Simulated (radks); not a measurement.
Q: The tin ion Sn3+, [Kr] 4d10 5s1. All-electron calculation, non-relativistic Kohn-Sham, exchange-only LDA, spin-polarised, spherical densities, point nucleus. Program: a radial shooting solver on a logarithmic mesh with Libxc functionals. Every spin shell is full or empty, so the densities are truly spherical. Functionals are evaluated on that one density, not self-consistently. Rank these exchange functionals by their error against the exact value of the orbitals, and give that value: LDA, B88, PBE, RPBE, WC, B86b, revTPSS, SCAN, MS2, TASK.

A: Exact: -157.894 hartree. From best to worst, with 100 (|E| - |E exact|)/|E exact| (equal figures are ties): B86b -0.01, B88 +0.02, SCAN +0.17, RPBE -0.24, PBE -0.44, MS2 -0.59, WC -0.87, revTPSS -0.92, TASK -2.22, LDA -4.87.
